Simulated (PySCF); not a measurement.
Constitutional and geometric isomers with formula CH5BN2. All species are isolated molecules in the gas phase. One relaxed conformer stands for each flexible species; it need not be the lowest. Strings in code marks are SMILES.

Computed with PySCF with B3LYP-D3(BJ)/def2-TZVP. All candidates: neutral, multiplicity 1. B3LYP has the VWN-RPA correlation part, as in Gaussian. Excitations are Tamm–Dancoff values on a coarser integration grid. The basis has no diffuse functions, so Rydberg states are missing or too high.

The HOMO is -6.82 eV, the T1 excitation (TDA) is 5.42 eV and the HOMO–LUMO gap is 6.98 eV.

Task: Say which member has these values.
A) `N=BCN` (N–B–C–N torsion 0°, B–C–N–H torsion -58°)
B) `[H]/N=C\BN` (N–C–B–N torsion -180°, C–B–N–H torsion 0°)
C) `C=NBN` (C–N–B–N torsion -91°, N–B–N–H torsion -173°)
D) `[H]/N=B/NC` (C–N–B–N torsion 81°)

Result: A, `N=BCN` (N–B–C–N torsion 0°, B–C–N–H torsion -58°). The others give `C=NBN` (C–N–B–N torsion -91°, N–B–N–H torsion -173°): -6.58 eV, 3.62 eV, 5.79 eV; `[H]/N=C\BN` (N–C–B–N torsion -180°, C–B–N–H torsion 0°): -6.92 eV, 3.16 eV, 5.41 eV; `[H]/N=B/NC` (C–N–B–N torsion 81°): -6.60 eV, 5.49 eV, 6.82 eV
